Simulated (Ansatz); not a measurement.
**Which is lower?**

Two relaxed structures of C$_{2}$H$_{3}$Se (charge +1), singlet (PBE0-D4/def2-TZVP; forces vanish, vibrations not checked).

A:

```
atom    x (Å)    y (Å)    z (Å)
  C1   1.4664  -1.6396   1.1221
  C2   0.7094  -0.7931   0.5428
 Se3  -0.3000   0.3354  -0.2295
  H4  -1.5175  -0.1943  -0.9246
  H5   0.3049   1.1630  -1.3229
  H6  -0.9115   1.4063   0.6222
```

B:

```tsv
atom	x (Å)	y (Å)	z (Å)
C1	0.0148	0.4506	-0.0404
C2	0.5966	-0.5701	0.4687
Se3	1.2676	-2.0425	1.0879
H4	2.3979	-1.3852	1.7907
H5	0.2930	0.8177	-1.0304
H6	-0.7621	0.9847	0.5104
```

Computed with Ansatz 0.2.0 (basis: def2-TZVPP); correlated methods freeze the cores. Filled d shells of the heavier atoms are correlated. The def2 sets are not built for correlating such inner shells, so the correlated values are less sure here. B3LYP uses VWN-RPA correlation.

(1) Which structure is lower at CCSD(T), and by how much? (An estimate is asked for; the value comes from the calculation.)

The T1 diagnostic stays at or below 0.020.

Results:

(1) By the calculation: B, by 6.462 eV (electronic energy, against the other). By their contacts, A is C₂H₃Se ([C][C][SeH3]), total charge +1 and B is C₂H₃Se ([CH2][C][SeH]), total charge +1.

All methods give the same order:

| method | E(B) − E(A) (eV) |
| --- | --- |
| PBE-D4 | -6.448 |
| r2SCAN-D4 | -6.554 |
| PBE0-D4 | -6.586 |
| B3LYP-D4 | -6.625 |
| wB97M-V | -6.663 |
| HF | -6.716 |
| MP2 | -6.489 |
| CCSD | -6.589 |
| CCSD(T) | -6.462 |

Labels in which every atom is bracketed show which atoms are joined, not bond orders.

For scale, one of the runs: CCSD(T)/def2-TZVPP, 152 basis functions, launched by `ansatz run in.yaml --threads 2 --pin off --events-out ev --progress --plain --max-ram 4352MiB`. Time: 30 s of wall clock on 2 CPU threads of an Arm Neoverse V2; the host was shared. Peak host memory: 1 GiB.
